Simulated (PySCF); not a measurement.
PySCF 2.14 output of a UHF calculation on a single atom or ion in def2-SVP with the def2 core potential (28 electrons) (5s3p2d1f, 31 functions), with a scalar-relativistic core potential:

```
SCF conv_tol = 1e-09
number electrons alpha = 8  beta = 4
cycle= 1 E= -56.0913713324558  delta_E= -0.00284  |g|= 0.0157  |ddm|= 0.04
cycle= 2 E= -56.09147524277  delta_E= -0.000104  |g|= 0.00336  |ddm|= 0.00943
cycle= 3 E= -56.0914867399904  delta_E= -1.15e-05  |g|= 0.00101  |ddm|= 0.00681
cycle= 4 E= -56.091493398008  delta_E= -6.66e-06  |g|= 0.000951  |ddm|= 0.00619
cycle= 5 E= -56.0915182422513  delta_E= -2.48e-05  |g|= 0.000774  |ddm|= 0.0258
cycle= 6 E= -56.0915612319249  delta_E= -4.3e-05  |g|= 0.000488  |ddm|= 0.0749
cycle= 7 E= -56.0915627464097  delta_E= -1.51e-06  |g|= 0.000317  |ddm|= 0.0054
cycle= 8 E= -56.0915665068816  delta_E= -3.76e-06  |g|= 0.000257  |ddm|= 0.0295
cycle= 9 E= -56.0915665817813  delta_E= -7.49e-08  |g|= 2.3e-05  |ddm|= 0.00135
cycle= 10 E= -56.0915665826866  delta_E= -9.05e-10  |g|= 4.65e-06  |ddm|= 0.000454
converged SCF energy = -56.0915665826866  <S^2> = 6.0028575  2S+1 = 5.0011429
```

The run itself started from symmetry-adapted Hartree-Fock orbitals and held the occupation by maximum overlap, so the iterations belong to that start.

Q: Which element, charge and spin multiplicity is this?

A: Nb⁺ (niobium, charge +1), multiplicity 5; the state was [Kr] 4d4, high-spin 5D determinant.

Energies and moments cover only the electrons outside the core potential.
